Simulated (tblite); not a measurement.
Species: C3H7FSi.
Bonds: F1–C2, C2–C3, C3–Si4, Si4–C5, C2–C5. Hydrogens: H6 on C2; H7, H8 on C3; H9, H10 on Si4; H11, H12 on C5.

Computed with GFN2-xTB (tblite), gas phase: Langevin dynamics at 200 K from the optimised GFN2-xTB geometry, time step 0.5 fs, friction 0.01 fs⁻¹, 2000 steps.

Start geometry:
```
atom  x, y, z in Å
F1      1.035   -1.968    0.262
C2      0.344   -0.820    0.591
C3     -0.962   -0.663   -0.198
Si4    -0.543    1.169   -0.554
C5      1.079    0.458    0.168
H6      0.180   -0.873    1.672
H7     -0.936   -1.294   -1.085
H8     -1.855   -0.921    0.365
H9     -1.228    2.126    0.313
H10    -0.526    1.597   -1.950
H11     1.590    0.968    0.980
H12     1.823    0.221   -0.591
```

The statistics below take the 31 frames saved every 25 fs from 250 to 1000 fs; their kinetic temperature (all 3N coordinates) averages 190 K.

**Question.** Give the mean, spread and extremes of the bond lengths.

**Answer.** 
| bond | start (Å) | mean (Å) | standard deviation (Å) | shortest (Å) | longest (Å) |
| --- | --- | --- | --- | --- | --- |
| F1–C2 | 1.380 | 1.388 | 0.027 | 1.322 | 1.470 |
| C2–C3 | 1.534 | 1.535 | 0.029 | 1.489 | 1.624 |
| C3–Si4 | 1.913 | 1.918 | 0.039 | 1.822 | 2.004 |
| Si4–C5 | 1.913 | 1.919 | 0.024 | 1.871 | 1.982 |
| C2–C5 | 1.534 | 1.538 | 0.026 | 1.476 | 1.598 |
| C2–H6 | 1.094 | 1.092 | 0.024 | 1.054 | 1.157 |
| C3–H7 | 1.088 | 1.089 | 0.022 | 1.048 | 1.126 |
| C3–H8 | 1.087 | 1.089 | 0.022 | 1.053 | 1.128 |
| Si4–H9 | 1.462 | 1.465 | 0.031 | 1.397 | 1.541 |
| Si4–H10 | 1.460 | 1.467 | 0.037 | 1.381 | 1.552 |
| C5–H11 | 1.087 | 1.093 | 0.019 | 1.057 | 1.129 |
| C5–H12 | 1.088 | 1.091 | 0.025 | 1.035 | 1.135 |

**Question.** How widely does the potential energy scatter, against a harmonic estimate?

**Answer.** Mean 0.26 eV above the start, standard deviation 0.057 eV, range 0.13 to 0.43 eV. For 30 classical harmonic modes at 200 K the canonical values are 30kT/2 = 0.26 eV and kT·√(30/2) = 0.067 eV.

The run is classical and short, so these are rough statistics of one trajectory.

The cost below is that of the whole dynamics run. On an Intel Xeon Platinum 8175M at 2.50 GHz with one thread, on a shared host, this took 14 s of wall time and 0.18 GiB of memory at its peak.
